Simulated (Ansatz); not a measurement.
## Counterpoise correction, worked out

The pair of OH⁻ (SMILES [OH-], atoms 1–2) and CH₃I (SMILES CI, atoms 3–7), both closed shells, in one local arrangement (a lower one may exist), relaxed at PBE0-D4/def2-TZVPD:

```json
{"atom": "O1", "x (Å)": "-0.9125", "y (Å)": "-0.1975", "z (Å)": "-1.7480"}
{"atom": "H2", "x (Å)": "-0.2831", "y (Å)": "0.1483", "z (Å)": "-2.3878"}
{"atom": "C3", "x (Å)": "0.0164", "y (Å)": "-0.0862", "z (Å)": "0.7984"}
{"atom": "I4", "x (Å)": "1.9902", "y (Å)": "0.7684", "z (Å)": "1.0223"}
{"atom": "H5", "x (Å)": "-0.6207", "y (Å)": "0.5384", "z (Å)": "1.4256"}
{"atom": "H6", "x (Å)": "-0.2937", "y (Å)": "-0.0884", "z (Å)": "-0.3430"}
{"atom": "H7", "x (Å)": "0.1034", "y (Å)": "-1.0829", "z (Å)": "1.2324"}
```

Computed with Ansatz 0.2.0 (basis: def2-TZVPPD); correlated methods freeze the cores. Filled d shells of the heavier atoms are correlated. Core potentials replace the inner electrons of the atoms past krypton. The def2 sets are not built for correlating such inner shells, so the correlated values are less sure here.

MP2 total energies in eV:

| system | geometry | basis functions | energy |
| --- | --- | --- | --- |
| pair | pair | all | -11230.17482 |
| OH⁻ | as in the pair | all (partner as ghosts) | -2059.92779 |
| CH₃I | as in the pair | all (partner as ghosts) | -9169.37804 |
| OH⁻ | as in the pair | its own | -2059.88387 |
| CH₃I | as in the pair | its own | -9169.35952 |
| OH⁻ | free (PBE0-D4 minimum) | its own | -2059.88416 |
| CH₃I | free (PBE0-D4 minimum) | its own | -9169.54829 |

(1) Work out the interaction energy with and without the counterpoise correction, the superposition error, and the binding energy from the relaxed fragments.

The T1 diagnostic stays at or below 0.026.

Answers

(1) Without correction: -11230.17482 − (-2059.88387) − (-9169.35952) = -0.93143 eV.
With correction (each fragment in the whole basis): -11230.17482 − (-2059.92779) − (-9169.37804) = -0.86899 eV = -20.04 kcal/mol.
The superposition error is the difference, 0.06244 eV, 7 % of the uncorrected value: each fragment borrows its partner's functions.
Deformation from the free shapes: 0.00029 eV for OH⁻ and 0.18877 eV for CH₃I.
Binding energy from relaxed fragments: -0.86899 + 0.00029 + 0.18877 = -0.67993 eV = -15.68 kcal/mol (electronic, without zero-point energy; negative means bound). For comparison, the corrected interaction energy by CCSD(T) at an estimated basis limit (MP2 extrapolated from triple and quadruple zeta, plus CCSD(T) − MP2 in triple zeta) is -0.938 eV.

For scale, one of the runs: CCSD(T)/def2-TZVPPD, 204 basis functions, launched by `ansatz run in.yaml --threads 4 --pin off --events-out ev --progress --plain --max-ram 9574MiB`. Time: 88 s of wall clock on 4 CPU threads of an Arm Neoverse V1; the host was shared. Peak host memory: 3 GiB.
